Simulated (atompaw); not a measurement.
P (Z = 15): one change to a PAW (atompaw) potential, before and after

phosphorus (P), PAW, made with atompaw 4.2.0.5 (PBEsol, scalar-relativistic). Core [Ne], reference 3s2 3p2.5 (charge +0.5). Waves: 3s (bound): rc 2.05 bohr; 3s channel at -0.95 Ry: rc 2.05 bohr; 3p (bound): rc 2.05 bohr; 3p channel at 1.1 Ry: rc 2.05 bohr. Local part: bessel scheme, radius 1.55 bohr. Core correction: smooth core density matched at 1.10 bohr. Augmentation charge: sinc compensation charge, radius 1.90 bohr; PAW radius 2.05 bohr; waves and projectors: custom rrkj gramschmidtortho.

Change: local potential vpsmatchnc scheme with l = 2 at 0 Ry, radius 1.55 bohr.

Cutoffs: the cutoffs (Ry, on a coarse ladder) from which the occupation-weighted sum of valence levels, in a spherical-Bessel basis at the reference potential, stays within 10 and 1 mRy of its value at 400 Ry; they do not see the model core or the augmentation charge, which bear on the density cutoff.

**Question.** What does the change do?

**Answer.** The potential gets neither clearly harder nor softer (12 Ry and 18 Ry → 12 Ry and 18 Ry); a bound ghost appears in s, which as a rule spoils a file. A state that the projectors do not describe sees the local part alone, so a deeper or shallower local part can create or remove a ghost.

```tsv
quantity	base	changed
cutoff, loose	12 Ry	12 Ry
cutoff, tight	18 Ry	18 Ry
bound ghosts	none	s
s: phases at 2.06 bohr within 0.05 rad from the reference energy up to (Ry; the scan ends near 5)	3.6	3.8
p: phases at 2.06 bohr within 0.05 rad from the reference energy up to (Ry; the scan ends near 5)	to the end of the scan	4.9
lowest overlap eigenvalue by channel	s 0.45, p 0.81	s 0.14, p 0.62
```

 A true bound ghost makes a file unfit for plane-wave use even where its test errors are small: the radial tests pick states by their node count and pass the ghost by. The cutoffs see the waves, projectors and local potential, not the compensation charge or the core.
